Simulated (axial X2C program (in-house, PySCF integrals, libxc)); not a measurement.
**SnSe: from the spin-free to the two-component result**

Computed with an axial X2C code built on PySCF integrals. Spin-free means the one-electron spin-free X2C Hamiltonian; two-component (2c) means X2C with spin–orbit coupling and atomic mean-field two-electron Coulomb and Gaunt terms, so the difference of the two also holds small scalar two-electron terms. Basis: Sn dyall-cv3z [11s12p9d4f1g], Se dyall-cv3z [8s9p6d4f1g] (cores contracted in-house); Gaussian nuclei, density fitting, unrestricted open shells. Masses: Sn 119.902 u, Se 79.917 u.

Spin-free state: M_S = 0, Λ = 0 (closed shell); fragments Sn + Se.

```tsv
level	Re (Å)	ωe (cm⁻¹)	De (eV)	μ (D)
PBE0	2.324	338.3	4.560	-3.00
PBE	2.355	316.8	4.905	-2.78
```

Dipoles are positive if Se is the positive end.

Two-component determinant lowest at the distance of the search:

Ω = 0 (closed shell); fragments Sn + Se.

| level | Re (Å) | ωe (cm⁻¹) | μ (D) |
| --- | --- | --- | --- |
| PBE0 | 2.325 | 336.9 | -2.98 |
| PBE | 2.356 | 315.6 | -2.77 |

(1) From the two tables, how do the constants change at the PBE0 level (2c against spin-free)?

Occupations by symmetry block were frozen at the best pattern of an incomplete PBE0 search. The closed shell is kept restricted, so the energy runs too high when the bond is stretched far. Dissociation energies refer to the lowest single-determinant-based atoms at the same level and basis. De is not given where an atomic determinant may have missed its ground term or J level, or where the truncated virtual space spoils (T). Without a current term, density functionals place determinants with orbital angular momentum somewhat too high.

Results:

(1) At the PBE0 level Re goes up by 0.001 Å and ωe drops by 1.4 cm⁻¹.
